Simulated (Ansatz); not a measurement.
**Redistribution: C4H9Cl + CHBr3 → C4H10 + CBr3Cl**

Gas-phase species: C4H9Cl (2-chloro-2-methylpropane) `CC(C)(C)Cl`, singlet; CHBr3 (bromoform) `BrC(Br)Br`, singlet; C4H10 (isobutane) `CC(C)C`, singlet; CBr3Cl `ClC(Br)(Br)Br`, singlet. The partners trade Cl for H; both sit on C, so the bond types are kept.

Shapes, held fixed at every level: PBE0-D4/def2-TZVP. Programs: Ansatz 0.2.0. The zero-point and thermal change to 298 K, harmonic and unscaled (PBE0-D4/def2-TZVP), is -2.1 kJ/mol.

| level | kind | ΔH(298 K) (kJ/mol) | less CCSD(T)/def2-TZVPP |
| --- | --- | --- | --- |
| HF/def2-SVP | Hartree–Fock | +80.7 | +17.7 |
| HF/def2-TZVPP | Hartree–Fock | +79.8 | +16.8 |
| B3LYP-D4/def2-TZVPP | global hybrid | +58.7 | -4.3 |
| wB97X-V/def2-TZVPP | range-separated hybrid | +62.1 | -0.9 |
| B2PLYP/def2-TZVPP | double hybrid | +60.4 | -2.6 |
| MP2/def2-TZVPP | perturbation theory | +57.8 | -5.2 |
| CCSD/def2-TZVPP | coupled cluster or CI | +65.7 | +2.7 |
| CCSD(T)/def2-TZVPP | coupled cluster or CI | +63.0 | 0.0 |

The highest level, CCSD(T)/def2-TZVPP, gives ΔH(298 K) = +63.0 kJ/mol; the levels span +57.8 to +80.7. The column of differences is taken from that level and isn't an error. No measured value is set beside it here. Relativity is left out for Br. Outer-core shells of Br are correlated, in sets that cover them unevenly.
